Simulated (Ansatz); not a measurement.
`CNBO` + H₂ → `BO` + CH₃NH₂ at 600 K and 1 bar (hydrogenolysis of a B–N bond).

Gas-phase electronic energies from Ansatz, PBE0-D4/def2-TZVP geometries. CCSD(T)/CBS adds triple-zeta CCSD(T) − MP2 to the extrapolated MP2 energy (def2 sets, frozen cores). This one scheme is used for every species. One conformer a species, not always the lowest.

```csv
species,CCSD(T)/CBS energy (Eh),H − E (kJ/mol),S (J/(mol·K))
`CNBO`,-196.42143,267.8,369.0
H₂,-1.17544,43.9,150.8
`BO`,-101.80414,119.7,267.1
CH₃NH₂,-95.75281,199.3,283.8
```

H − E and S are ideal-gas, rigid-rotor, harmonic terms from PBE0-D4/def2-TZVP, for one conformer and one mirror image of each species. The MP2-based limit puts H₂ 0.8 mEh under its directly extrapolated value; such offsets cancel only in part. 1 Eh = 2625.50 kJ/mol, R = 8.31446 J/(mol·K).

Q: By hand: ΔE, ΔH, ΔS and ΔG.

A: ΔE = (-101.80414) + (-95.75281) − (-196.42143) − (-1.17544) = 0.03992 Eh = 104.8 kJ/mol. Δ(H − E) = 119.7 + 199.3 − 267.8 − 43.9 = 7.3, so ΔH = 112.1 kJ/mol. ΔS = 267.1 + 283.8 − 369.0 − 150.8 = 31.1 J/(mol·K). ΔG = 112.1 − 600 × (31.1)/1000 = 93.4 kJ/mol.

Q: By hand: the equilibrium constant, and the temperature at which ΔG would vanish if ΔH and ΔS stayed fixed.

A: log₁₀ K = −ΔG/(RT ln 10) = -8.1. ΔG = 0 at ΔH/ΔS = 3605 K, far beyond where these terms or the molecules hold.

ΔH outweighs TΔS. A doubt of 5 kJ/mol in ΔE shifts log₁₀ K by 0.4 here. Other conformers and mirror images would add mixing entropy, several J/(mol·K) or more a flexible species. These are equilibria of isolated gas molecules and say nothing of rates. Largest T1 diagnostic: 0.014 (customary marks: 0.02 for closed shells, 0.045 for open ones).
